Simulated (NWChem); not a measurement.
**Correlation energy of CH$_{2}$ClF**

```xyz
5

F      1.3594    -0.7713     0.0000
C      0.6965     0.4075     0.0000
Cl    -1.0767     0.1499     0.0000
H      0.9452     0.9746     0.9090
H      0.9452     0.9746    -0.9090
```
Charge 0, spin multiplicity 1.

All runs are NWChem calculations. Structure: optimised with B3LYP/def2-SVP, a minimum by its harmonic frequencies.

Basis set: 6-311G**. Each correlation energy counts from its own Hartree-Fock reference.

The correlated methods keep 7 core orbitals frozen. The Pople sets run with spherical d functions. The structure started from a generated list of species. Coupled-cluster values serve here as a point of comparison, not as the truth.

| method | correlation energy (mHa) |
|---|---|
| CCSD(T) | -528.7 |
| CCSD+T(CCSD) | -529.5 |
| CR-CCSD[T] | ? |
| CR-CCSD(T) | -525.9 |
| CCSD | -515.0 |
| SCS-MP2 | ? |
| MP2 | ? |

Task: Complete the blanks.

Result: 
- CR-CCSD[T], correlation energy (mHa): -526.5
- SCS-MP2, correlation energy (mHa): -479.6
- MP2, correlation energy (mHa): -490.4
